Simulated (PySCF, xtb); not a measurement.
C4H3FOSi, SMILES C(#C)[Si](O)(C#C)F. Other conformers were not sampled.

Harmonic wavenumbers (cm⁻¹) from GFN2-xTB (xtb) at its own minimum, in rising order: 77, 112, 119, 157, 170, 250, 269, 297, 313, 330, 591, 677, 680, 683, 684, 730, 772, 831, 936, 2221, 2226, 3361, 3364, 3676.

**Question.** What does PBE-D3(BJ)/def2-SVP (PySCF 2.14.0) give at its own minimum? (The exact figures need the calculation; the answer reports its results.)

**Answer.** 87, 124, 130, 181, 221, 286, 338, 345, 388, 400, 570, 690, 703, 708, 709, 710, 809, 873, 940, 2093, 2102, 3389, 3391, 3763. Paired by order, the mean absolute difference is 42 cm⁻¹ and the zero-point energies are 33.6 and 34.2 kcal/mol.
